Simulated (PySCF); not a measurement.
Spinor energies of W⁺ (tungsten, charge +1)

Start: [Xe] 4f14 5d5; 5d5/2 filled at m_j = -3/2, -1/2, +1/2, +3/2, +5/2. Calculated with PySCF 2.14 in x2c-TZVPall-2c: generalised Hartree-Fock with the X2C-1e Hamiltonian and a Gaussian nucleus; spin-orbit coupling (SO) screened by Boettger's factors. This is a chosen level, not necessarily the ground level.

```tsv
spinor shell	electrons	ε, screened SO (eV)	weight of nominal j (screened SO)	rms radius, screened SO (bohr)
1s1/2	2	-69883.7	1.000	0.0208
2s1/2	2	-12204.1	1.000	0.0838
2p1/2	2	-11649.6	1.000	0.0713
2p3/2	4	-10291.2	1.000	0.0787
3s1/2	2	-2875.5	1.000	0.214
3p1/2	2	-2629.0	1.000	0.206
3p3/2	4	-2330.2	1.000	0.221
3d3/2	4	-1919.8	1.000	0.195
3d5/2	6	-1855.3	1.000	0.199
4s1/2	2	-628.68	1.000	0.478
4p1/2	2	-525.20	1.000	0.486
4p3/2	4	-455.17	1.000	0.519
4d3/2	4	-284.72	0.999	0.544
4d5/2	6	-271.35	1.000	0.556
5s1/2	2	-97.868	1.000	1.16
5p1/2	2	-65.979	0.921	1.30
5p3/2	4	-53.845	0.960	1.38
4f5/2	6	-55.345	0.985	0.670
4f7/2	8	-53.027	0.989	0.670
5d5/2	5	-15.652	0.535	2.16
```

| quantity | screened SO |
| --- | --- |
| E (hartree) | -16149.33502 |
| M_J | 5/2 |
| ⟨J²⟩ | 8.759 |
| ⟨L²⟩ | 0.196 |
| ⟨S²⟩ | 8.729 |

Each row is a mean over spinors that exchange with the open shell spreads, by up to 7.250 eV (5p3/2).

Rows whose weight is well below 1 are mixtures of j = l ± 1/2: exchange outweighs spin-orbit coupling there, and the label is only the starting occupation.

Breit and QED terms are absent; they matter most for the inner s and p1/2 levels.

Densities and radii are taken from the X2C orbitals without a picture-change correction, which distorts them close to the nucleus.
